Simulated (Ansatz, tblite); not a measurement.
Cost and result up the ladder for [Ni(NH3)(H2O)5]2+ (NiNO5H13²⁺) (20 atoms). The state is a triplet with charge 2. Geometry: r2SCAN-D4/def2-SVP.

```xyz
20

Ni    0.003   -0.007   -0.003
N    -0.382    2.018   -0.128
H    -0.510    2.372   -1.082
H     0.366    2.597    0.269
H    -1.237    2.306    0.362
O     0.367   -2.049    0.132
H     1.209   -2.480    0.349
H    -0.286   -2.751   -0.018
O    -1.928   -0.573   -0.479
H    -2.300   -0.576   -1.375
H    -2.683   -0.576    0.132
O     1.996    0.237    0.492
H     2.726    0.404   -0.125
H     2.344    0.404    1.382
O    -0.471   -0.104    2.009
H    -0.716    0.564    2.668
H    -0.437   -0.952    2.479
O     0.515   -0.199   -1.998
H     0.763   -1.070   -2.347
H     0.659    0.434   -2.719
```

Ansatz on 2 threads of AMD EPYC 7R13 on a shared host and a share (18 GiB) of an NVIDIA H100 80GB HBM3; xTB runs through tblite on one thread. Times are rough, summed over both states, and most runs start from the orbitals of an earlier one. B2PLYP/def2-TZVP serves as the yardstick here, not as an exact answer. The other state is a quartet, and no other spin of it was run.

The xTB rows come from tblite. HSE06 is defined as in plane-wave codes, on full-range PBE exchange. Correlated methods freeze 11 core orbitals; core or outer-core shells of Ni are correlated, in sets that lack core-valence functions. HOMO above LUMO, or a gap near zero within one spin, warns that the state may not be the lowest or that an electron is smeared out.

Second-order perturbation terms are unreliable where d shells bring near-degenerate states, and here B2PLYP/def2-TZVP lies more than 0.4 eV from the median of the functionals without such a term.

At PBE0-D4/def2-TZVP the highest occupied level of the triplet has α spin (-16.73 eV), and emptying it gives a doublet, which wasn't run; the ionisation energy to the quartet shown is then probably not the lowest one.

Correlated methods converge slowly with the basis.

Raw xTB energies of ions are shifted by several eV, and xTB has no spin-polarisation term.

| level | functions | wall time | vertical IE (eV) | difference from B2PLYP/def2-TZVP (eV) | remarks |
| --- | --- | --- | --- | --- | --- |
| GFN2-xTB | 46 | 0.021 s | 21.97 | 2.83 | – |
| GFN1-xTB | 59 | 0.03 s | 23.65 | 4.52 | – |
| PBE-D4/def2-TZVP | 309 | 7.8 s | 17.85 | -1.28 | gap within one spin near zero (+3 quartet), lower spin may lie lower (+3 quartet) |
| B2PLYP/def2-TZVP | 309 | 11 s | 19.13 | 0.00 | – |
| HSE06-D4/def2-TZVP (with forces) | 309 | 13 s | 18.84 | -0.29 | – |
| PBE0-D4/def2-TZVP (with forces) | 309 | 14 s | 18.86 | -0.27 | – |
| B97M-V/def2-TZVP | 309 | 15 s | 18.47 | -0.66 | – |
| r2SCAN-D4/def2-TZVP | 309 | 16 s | 18.30 | -0.83 | – |
